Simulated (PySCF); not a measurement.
C3H9N, charge -1, doublet, at the geometry of the source list (a state made from the parent by changing its charge; the spin is typed, not shown lowest), with bond 13-4 at 1.6 times its length; DF-PBE/6-311G** in PySCF.

The PySCF input:
```python
from pyscf import gto, scf, dft

mol = gto.M(
    atom='''
C    -1.849200   -0.011800    0.244200
C    -0.451700   -0.446200   -0.172200
N     0.508200    0.610600    0.090700
C     1.863300    0.246100   -0.262900
H    -2.120300    0.903600   -0.273800
H    -2.571800   -0.785700   -0.000100
H    -1.887600    0.173700    1.315500
H    -0.186600   -1.389700    0.341600
H    -0.430000   -0.640000   -1.249400
H     0.469200    0.859000    1.076500
H     2.525600    1.078000   -0.031400
H     1.902600    0.056500   -1.335900
H     2.447460   -1.194060    0.569420
''',
    basis='6-311g**',
    charge=-1,
    spin=1,
    verbose=4,
)

mf = dft.UKS(mol)
mf.xc = 'pbe'
mf.level_shift = 0.5
mf.max_cycle = 100
mf = mf.density_fit(auxbasis='def2-universal-jkfit')
mf.kernel()
mf.analyze()
```

The log (banner, timings and long lists left out):

```
PySCF version 2.14.0

[INPUT] verbose = 4
[INPUT] num. atoms = 13
[INPUT] num. electrons = 35
[INPUT] charge = -1
[INPUT] spin (= nelec alpha-beta = 2S) = 1
[INPUT] symmetry False subgroup None
[INPUT] Mole.unit = angstrom
[INPUT] Symbol           X                Y                Z      unit          X                Y                Z       unit  Magmom
[...]
nuclear repulsion = 131.783929091603
number of shells = 68
number of NR pGTOs = 196
number of NR cGTOs = 126
basis = 6-311g**
ecp = {}

******** <class 'pyscf.df.df_jk.DFUKS'> ********
method = DFUKS
initial guess = minao
damping factor = 0
level_shift factor = 0.5
DIIS = <class 'pyscf.scf.diis.CDIIS'>
diis_start_cycle = 1
diis_space = 8
diis_damp = 0
SCF conv_tol = 1e-09
SCF conv_tol_grad = None
SCF max_cycles = 100
direct_scf = False
number electrons alpha = 18  beta = 17
XC library pyscf.dft.libxc version 7.1.2
    S. Lehtola, C. Steigemann, M. J. T. Oliveira, and M. A. L. Marques,  SoftwareX 7, 1–5 (2018)
XC functionals = pbe
    J. P. Perdew, K. Burke, and M. Ernzerhof,  Phys. Rev. Lett. 77, 3865 (1996)
    J. P. Perdew, K. Burke, and M. Ernzerhof,  Phys. Rev. Lett. 78, 1396 (1997)
    J. P. Perdew, K. Burke, and M. Ernzerhof,  Phys. Rev. Lett. 77, 3865 (1996)
    J. P. Perdew, K. Burke, and M. Ernzerhof,  Phys. Rev. Lett. 78, 1396 (1997)
radial grids:
    Treutler-Ahlrichs [JCP 102, 346 (1995); DOI:10.1063/1.469408] (M4) radial grids

becke partition: Becke, JCP 88, 2547 (1988); DOI:10.1063/1.454033
pruning grids: <function nwchem_prune>
grids dens level: 3
symmetrized grids: False
atomic radii adjust function: <function treutler_atomic_radii_adjust>
small_rho_cutoff = 0
Set gradient conv threshold to 3.16228e-05
tot grids = 144528
init E= -174.168539855251

cycle= 1 E= -174.040158885377  delta_E= 0.128  |g|= 0.337  |ddm|= 2.01
cycle= 2 E= -174.118475469534  delta_E= -0.0783  |g|= 0.176  |ddm|= 0.813
cycle= 3 E= -174.1343900772  delta_E= -0.0159  |g|= 0.0474  |ddm|= 0.31
cycle= 4 E= -174.136625390817  delta_E= -0.00224  |g|= 0.0251  |ddm|= 0.166
cycle= 5 E= -174.137524196188  delta_E= -0.000899  |g|= 0.0153  |ddm|= 0.139
cycle= 6 E= -174.138044787661  delta_E= -0.000521  |g|= 0.0109  |ddm|= 0.108
cycle= 7 E= -174.138397850226  delta_E= -0.000353  |g|= 0.0091  |ddm|= 0.0957
cycle= 8 E= -174.138659808758  delta_E= -0.000262  |g|= 0.00801  |ddm|= 0.0847
cycle= 9 E= -174.138862835693  delta_E= -0.000203  |g|= 0.00723  |ddm|= 0.0752
cycle= 10 E= -174.139029864475  delta_E= -0.000167  |g|= 0.00639  |ddm|= 0.0697
cycle= 11 E= -174.139148828275  delta_E= -0.000119  |g|= 0.00712  |ddm|= 0.0598
cycle= 12 E= -174.139250926351  delta_E= -0.000102  |g|= 0.00699  |ddm|= 0.0545
cycle= 13 E= -174.139341509276  delta_E= -9.06e-05  |g|= 0.00629  |ddm|= 0.0503
cycle= 14 E= -174.139407819746  delta_E= -6.63e-05  |g|= 0.00661  |ddm|= 0.0444
cycle= 15 E= -174.139466753671  delta_E= -5.89e-05  |g|= 0.00645  |ddm|= 0.0405
cycle= 16 E= -174.139517474728  delta_E= -5.07e-05  |g|= 0.00617  |ddm|= 0.0368
cycle= 17 E= -174.139561431396  delta_E= -4.4e-05  |g|= 0.00587  |ddm|= 0.0336
cycle= 18 E= -174.139600175464  delta_E= -3.87e-05  |g|= 0.00548  |ddm|= 0.031
cycle= 19 E= -174.139635129107  delta_E= -3.5e-05  |g|= 0.00497  |ddm|= 0.0292
cycle= 20 E= -174.13966701864  delta_E= -3.19e-05  |g|= 0.00442  |ddm|= 0.0271
cycle= 21 E= -174.139694368859  delta_E= -2.74e-05  |g|= 0.00405  |ddm|= 0.0254
cycle= 22 E= -174.13971784769  delta_E= -2.35e-05  |g|= 0.00398  |ddm|= 0.0239
cycle= 23 E= -174.139741146011  delta_E= -2.33e-05  |g|= 0.0037  |ddm|= 0.0233
cycle= 24 E= -174.139761867414  delta_E= -2.07e-05  |g|= 0.00362  |ddm|= 0.0226
cycle= 25 E= -174.139782145279  delta_E= -2.03e-05  |g|= 0.00347  |ddm|= 0.0221
cycle= 26 E= -174.139802038599  delta_E= -1.99e-05  |g|= 0.00334  |ddm|= 0.022
cycle= 27 E= -174.139821157734  delta_E= -1.91e-05  |g|= 0.00323  |ddm|= 0.0219
cycle= 28 E= -174.139840287338  delta_E= -1.91e-05  |g|= 0.00305  |ddm|= 0.0219
[...]
SCF not converged.
Total Energy =                        -174.140836472802562
[...]
spin_pop of  3 C 2pz       0.04182
spin_pop of  3 C 3px       0.00088
spin_pop of  3 C 3py       0.00651
spin_pop of  3 C 3pz       0.00084
spin_pop of  3 C 4px       0.00022
spin_pop of  3 C 4py       0.00007
spin_pop of  3 C 4pz       0.00009
spin_pop of  3 C 3dxy     -0.00009
spin_pop of  3 C 3dyz      0.00047
spin_pop of  3 C 3dz^2    -0.00017
spin_pop of  3 C 3dxz     -0.00003
spin_pop of  3 C 3dx2-y2   -0.00017
spin_pop of  4 H 1s        0.00014
spin_pop of  4 H 2s        0.00056
spin_pop of  4 H 3s       -0.00001
spin_pop of  4 H 2px      -0.00001
spin_pop of  4 H 2py       0.00003
spin_pop of  4 H 2pz       0.00009
spin_pop of  5 H 1s        0.00615
spin_pop of  5 H 2s        0.00576
spin_pop of  5 H 3s        0.00017
spin_pop of  5 H 2px       0.00000
spin_pop of  5 H 2py      -0.00000
spin_pop of  5 H 2pz       0.00007
spin_pop of  6 H 1s        0.01087
spin_pop of  6 H 2s        0.01534
spin_pop of  6 H 3s        0.00107
spin_pop of  6 H 2px       0.00022
spin_pop of  6 H 2py       0.00001
spin_pop of  6 H 2pz      -0.00001
spin_pop of  7 H 1s        0.00032
spin_pop of  7 H 2s        0.01261
spin_pop of  7 H 3s        0.00029
spin_pop of  7 H 2px       0.00010
spin_pop of  7 H 2py       0.00008
spin_pop of  7 H 2pz       0.00034
spin_pop of  8 H 1s        0.01314
spin_pop of  8 H 2s        0.01192
spin_pop of  8 H 3s        0.00091
spin_pop of  8 H 2px       0.00001
spin_pop of  8 H 2py       0.00021
spin_pop of  8 H 2pz      -0.00002
spin_pop of  9 H 1s        0.03084
spin_pop of  9 H 2s        0.01811
spin_pop of  9 H 3s        0.00121
spin_pop of  9 H 2px      -0.00001
spin_pop of  9 H 2py       0.00060
spin_pop of  9 H 2pz       0.00004
spin_pop of  10 H 1s        0.01246
spin_pop of  10 H 2s        0.01598
spin_pop of  10 H 3s        0.00051
spin_pop of  10 H 2px       0.00005
spin_pop of  10 H 2py       0.00032
spin_pop of  10 H 2pz       0.00015
spin_pop of  11 H 1s        0.00922
spin_pop of  11 H 2s        0.01457
spin_pop of  11 H 3s        0.00073
spin_pop of  11 H 2px       0.00013
spin_pop of  11 H 2py       0.00052
spin_pop of  11 H 2pz       0.00002
spin_pop of  12 H 1s        0.24034
spin_pop of  12 H 2s        0.07846
spin_pop of  12 H 3s        0.00470
spin_pop of  12 H 2px       0.00014
spin_pop of  12 H 2py       0.00190
spin_pop of  12 H 2pz       0.00086
 ** Mulliken Spin Density (per atom)  **
spin density of  0 C =      0.01693
spin density of  1 C =      0.02978
spin density of  2 N =      0.05776
spin density of  3 C =      0.38337
spin density of  4 H =      0.00079
spin density of  5 H =      0.01215
spin density of  6 H =      0.02749
spin density of  7 H =      0.01373
spin density of  8 H =      0.02616
spin density of  9 H =      0.05078
spin density of  10 H =      0.02948
spin density of  11 H =      0.02517
spin density of  12 H =      0.32640
 ** Mulliken pop alpha/beta on meta-lowdin orthogonal AOs **
 ** Mulliken pop       alpha | beta **
In total            18.00000 | 17.00000
 ** Mulliken atomic charges   ( Nelec_alpha | Nelec_beta ) **
charge of  0C =     -0.35456  (     3.18575      3.16881 )
charge of  1C =     -0.10480  (     3.06729      3.03751 )
charge of  2N =     -0.34290  (     3.70033      3.64257 )
charge of  3C =     -0.34950  (     3.36643      2.98307 )
charge of  4H =      0.09213  (     0.45433      0.45354 )
charge of  5H =      0.07929  (     0.46643      0.45428 )
charge of  6H =      0.07113  (     0.47818      0.45069 )
charge of  7H =      0.05900  (     0.47736      0.46363 )
charge of  8H =      0.06593  (     0.48012      0.45395 )
charge of  9H =      0.14488  (     0.45295      0.40217 )
charge of  10H =      0.03928  (     0.49510      0.46562 )
charge of  11H =      0.04234  (     0.49142      0.46624 )
charge of  12H =     -0.44222  (     0.88431      0.55791 )

WARN: System has nonzero charge -1; the dipole moment is origin-dependent.
Location of origin: [0. 0. 0.]

Dipole moment(X, Y, Z, Debye): -7.15197,  2.18250, -0.84916
```

Convergence was not reached.
